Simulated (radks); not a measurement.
Spherical quantum dot in the effective-mass picture: electrons in a parabolic well V = omega^2 r^2 / 2 with omega = 0.866, with a point charge +2 (a donor) at the centre, all in effective atomic units (hartree* = m*/eps^2 hartree, bohr* = eps/m* bohr), one dielectric constant everywhere. Calculated with a radial shooting solver with Libxc functionals: non-relativistic Kohn-Sham, exchange-only LDA, spin-polarised, spherical densities. Levels are named by radial order and angular momentum (1s, 1p, 1d, 2s, ...), and open shells are averaged over m. Results are scaled to m* = 0.183 and eps = 13.8, for which hartree* = 26.15 meV and bohr* = 3.991 nm.

N = 34, configuration 1s2 1p6 1d10 2s2 1f(up 7, down 4) 2p(up 3, down 0). This is the lowest configuration that the search found. Occupied and some empty levels:

level,occupation,eigenvalue (meV),<r> (nm)
1s up,1,325.24,4.071
1s down,1,327.17,4.062
1p up,3,346.75,9.537
1p down,3,348.23,9.621
2s up,1,348.35,9.851
2s down,1,349.59,9.788
1d up,5,357.11,11.24
1d down,5,358.44,11.23
1f up,7,367.92,12.34
2p up,3,368.96,10.35
1f down,4,369.28,12.31
2p down,0,370.95,10.39
3s up,0,374.61,10.82
3s down,0,376.07,10.92
1g up,0,379.63,13.20
1g down,0,381.04,13.18
2d up,0,383.80,11.56
2d down,0,385.41,11.68

Energy (meV): total 7269.31, kinetic 775.74, external 1817.0, Hartree 5016.4, exchange-correlation -339.87.
